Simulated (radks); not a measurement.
The lead ion Pb2+, 80 electrons, occupied as [Hg]. All-electron calculation, Dirac Kohn-Sham, PBE, spin-unpolarised, spherical densities, finite nucleus; Fermi nuclear charge, rms radius 5.5012 fm. Program: a radial shooting solver on a logarithmic mesh with Libxc functionals.

Spin-orbit splittings of the eigenvalues, e(l+1/2) - e(l-1/2), with zeta = 2 splitting/(2l+1) and mean radii in bohr:

shell  occ.  splitting (eV)  zeta (eV)  <r> j=l-1/2  <r> j=l+1/2
2p        6            2189       1460      0.05488      0.06380
3p        6           488.5      325.6       0.1644       0.1807
3d       10           104.0      41.58       0.1570       0.1619
4p        6           119.6      79.71       0.3853       0.4198
4d       10           22.32      8.927       0.4246       0.4356
4f       14           5.031      1.438       0.4508       0.4571
5p        6           22.33      14.89       0.9130        1.005
5d       10               ?          ?        1.267        1.312

Estimate the 5d splitting.

Answer. 2.613 eV (zeta = 1.045 eV).
